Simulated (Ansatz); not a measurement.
Ansatz (a program for electronic structure) input (B3LYP/LANL2DZ): The .json file is the Basis Set Exchange's LANL2DZ.

Ansatz 0.2 input:
```yaml
crystal:
  periodic: [false, false, false]
  atoms:
    - {symbol: C, position_ang: [-0.00000000, -0.00000000, -0.69355300]}
    - {symbol: F, position_ang: [0.00000000, 0.00000000, 0.46236900]}
basis:
  gaussian:
    orbitals: LANL2DZ.json
hamiltonian:
  xc: {name: B3LYP}
total_charge: 1
relax: {f_tol: 0.003, max_steps: 120}
```

Output:

```
Functional definition: B3LYP
integrals: 0.00 GiB planned
235 factors; integrals over basis functions are off by at most 6.9e-5 eV
mean field: 0.05 GiB planned
mean field evaluation 1: about -3730.0771 eV, gradient 7.0e1 eV
mean field evaluation 2: about -3664.8957 eV, gradient 2.1e2 eV
mean field evaluation 4: about -3738.6186 eV, gradient 2.2e0 eV
mean field evaluation 8: about -3738.6279 eV, gradient 2.7e-2 eV
mean field -3738.62787673 eV, -137.3920403370 hartree, gradient 4.7e-5 eV, S^2 0.000000; 0 other end points of the search recorded, 0 dependent functions left out
the calculation of the forces begins
reference -3738.62798334 eV, -137.3920442548 hartree; 7, 7 occupied and 11, 11 virtual orbitals, 235 factors
relax step   1: F+E_penalty+E_count = -3738.62787673 eV  Δ(F+E_penalty+E_count) = +0.000e0 eV  max|allowed force component| = 5.247e0 eV/Å  Δτ_max = 0.0000 Å  (23 SCF iters, accepted)
these checks for a lower state are left out or cut short: starts, cluster_reference, orbital_swaps, neighbouring_geometries, increment
integrals: 0.00 GiB planned
235 factors; integrals over basis functions are off by at most 6.9e-5 eV
mean field: 0.05 GiB planned
mean field evaluation 16: about -3738.7248 eV, gradient 4.7e0 eV
mean field -3738.77644479 eV, -137.3975001122 hartree, gradient 1.3e-5 eV, S^2 0.000000; 0 other end points of the search recorded, 0 dependent functions left out
the calculation of the forces begins
reference -3738.77655049 eV, -137.3975039969 hartree; 7, 7 occupied and 11, 11 virtual orbitals, 235 factors
relax step   2: F+E_penalty+E_count = -3738.77644479 eV  Δ(F+E_penalty+E_count) = -1.486e-1 eV  max|allowed force component| = 1.494e0 eV/Å  Δτ_max = 0.0227 Å  (23 SCF iters, accepted)
these checks for a lower state are left out or cut short: starts, cluster_reference, orbital_swaps, neighbouring_geometries, increment
integrals: 0.00 GiB planned
235 factors; integrals over basis functions are off by at most 6.9e-5 eV
mean field: 0.05 GiB planned
mean field -3738.79280856 eV, -137.3981014699 hartree, gradient 1.5e-5 eV, S^2 0.000000; 0 other end points of the search recorded, 0 dependent functions left out
the calculation of the forces begins
reference -3738.79291383 eV, -137.3981053385 hartree; 7, 7 occupied and 11, 11 virtual orbitals, 235 factors
relax step   3: F+E_penalty+E_count = -3738.79280856 eV  Δ(F+E_penalty+E_count) = -1.636e-2 eV  max|allowed force component| = 2.459e-1 eV/Å  Δτ_max = 0.0096 Å  (24 SCF iters, accepted)
these checks for a lower state are left out or cut short: starts, cluster_reference, orbital_swaps, neighbouring_geometries, increment
integrals: 0.00 GiB planned
235 factors; integrals over basis functions are off by at most 6.9e-5 eV
mean field: 0.05 GiB planned
mean field evaluation 32: about -3738.7919 eV, gradient 4.3e-1 eV
mean field -3738.79329552 eV, -137.3981193651 hartree, gradient 1.5e-5 eV, S^2 0.000000; 0 other end points of the search recorded, 0 dependent functions left out
the calculation of the forces begins
reference -3738.79340067 eV, -137.3981232296 hartree; 7, 7 occupied and 11, 11 virtual orbitals, 235 factors
relax step   4: F+E_penalty+E_count = -3738.79329552 eV  Δ(F+E_penalty+E_count) = -4.870e-4 eV  max|allowed force component| = 4.168e-2 eV/Å  Δτ_max = 0.0024 Å  (25 SCF iters, accepted)
these checks for a lower state are left out or cut short: starts, cluster_reference, orbital_swaps, neighbouring_geometries, increment
integrals: 0.00 GiB planned
235 factors; integrals over basis functions are off by at most 6.9e-5 eV
mean field: 0.05 GiB planned
mean field -3738.79331027 eV, -137.3981199073 hartree, gradient 1.2e-5 eV, S^2 0.000000; 0 other end points of the search recorded, 0 dependent functions left out
the calculation of the forces begins
reference -3738.79341545 eV, -137.3981237724 hartree; 7, 7 occupied and 11, 11 virtual orbitals, 235 factors
relax step   5: F+E_penalty+E_count = -3738.79331027 eV  Δ(F+E_penalty+E_count) = -1.476e-5 eV  max|allowed force component| = 3.422e-4 eV/Å  Δτ_max = 0.0004 Å  (19 SCF iters, accepted)
integrals: 0.00 GiB planned
235 factors; integrals over basis functions are off by at most 6.9e-5 eV
mean field: 0.05 GiB planned
mean field evaluation 64: about -3738.7933 eV, gradient 1.2e-5 eV
mean field -3738.79331027 eV, -137.3981199073 hartree, gradient 1.2e-5 eV, S^2 0.000000; 1 other end points of the search recorded, 0 dependent functions left out
the calculation of the forces begins
reference -3738.79341545 eV, -137.3981237724 hartree; 7, 7 occupied and 11, 11 virtual orbitals, 235 factors
Total energy: -3738.79341545 eV, -137.3981237724 hartree
Atom 0 at    -0.000000     0.000000    -0.727898 Å, force    -0.000000     0.000000     0.000342 eV/Å
Atom 1 at     0.000000    -0.000000     0.496714 Å, force     0.000000     0.000000    -0.000342 eV/Å
Dipole moment:    -0.000000     0.000000    -0.305753 e Å
```

The dipole moment of an ion depends on the origin.

The geometry given is a B3LYP-D3(BJ)/def2-TZVP minimum.
